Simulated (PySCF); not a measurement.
# Multinuclear NMR of C5H7FO3

Bonds (- single, = double, # triple, : aromatic): C1-C2, C2=O3, C2-O4, O4-C5, C5-C6, C6-O7, O7-C8, C8-F9, C8-C5. C1 carries H10, H11, H12; C5 carries H13; C6 carries H14, H15; C8 carries H16. Stereochemistry as in CC(=O)O[C@@H]1CO[C@@H]1F. H15 is cis to O4 on the ring; H14 is trans to O4 on the ring.

Equivalent nuclei averaged, one conformer, non-relativistic, in vacuum. Coordinates at the GFN2-xTB level; NMR shieldings at PBE0/pcSseg-1/GIAO; PySCF.

**Question.** Predict the ¹⁹F NMR data.

**Answer.** 
```csv
atoms,environment,σ (ppm),δ (ppm)
F9,fluorine on an sp3 carbon,317.8,-126.1
```

Shieldings were converted by a linear fit to measured shifts: ¹⁹F (scatter 6.0 ppm rms, 7.0 ppm with the 5 outliers that the fit left out vs CFCl3, solution or neat liquid, with a term for F on sp3 carbon). Occasional misses reach two or three times the rms, and more in compound classes unlike the fitted ones.

On a 500 MHz spectrometer ¹⁹F resonates near 470.5 MHz, so 1 ppm is 470.5 Hz.

**Question.** Predict the ¹⁷O NMR data.

**Answer.** 
```json
{"atoms": "O3", "environment": "ester carbonyl oxygen", "σ (ppm)": "-122.1", "δ (ppm)": "378.0"}
{"atoms": "O4", "environment": "ester alkoxy oxygen", "σ (ppm)": "119.5", "δ (ppm)": "157.9"}
{"atoms": "O7", "environment": "ether oxygen", "σ (ppm)": "250.2", "δ (ppm)": "38.8"}
```

Shieldings were converted by a linear fit to measured shifts: ¹⁷O (scatter 10.7 ppm rms, 12.2 ppm with the 3 outliers that the fit left out vs liquid water, solution or neat liquid). A few per cent of atoms miss by over 2 rms, more outside the fitted compound classes.

On a 500 MHz spectrometer ¹⁷O resonates near 67.8 MHz, so 1 ppm is 67.8 Hz.
